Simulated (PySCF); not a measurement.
AsH₅Si.
Atom-mapped SMILES: `[SiH3:1][AsH2:2]` (hydrogens: H3, H4, H5 on Si1; H6, H7 on As2)

Level of theory: PySCF, PBE0-D3(BJ)/def2-SVP geometry optimisation, gas phase.

Problem. List the bond lengths and angles at this level.

Solution. 
| bond | length (bohr) | order |
| --- | --- | --- |
| Si1–As2 | 4.485 | single |
| Si1–H3, Si1–H4, Si1–H5 | 2.823 | single |
| As2–H6, As2–H7 | 2.883 | single |

Bonds in one row agree within 0.02 bohr and their mean is given. Orders are formal, as drawn. A selection of angles:
| angle | degrees |
| --- | --- |
| As2–Si1–H3 | 108.2 |
| As2–Si1–H5 | 113.4 |
| H3–Si1–H4 | 108.9 |
| Si1–As2–H6 | 92.1 |
| H6–As2–H7 | 92.2 |

As2 (arsenic bonded to Si and 2 H) is pyramidal (angles 92.2°, 92.1° and 92.1°, sum 276.5°, 0.95 Å off the plane of its three neighbours). Si1 (SiH3 silicon) is distorted tetrahedral (angles from 108.1° to 113.4°).

Point group: Cs (every atom within 0.08 Å of its image). Whether it is a minimum is left open (no frequencies).
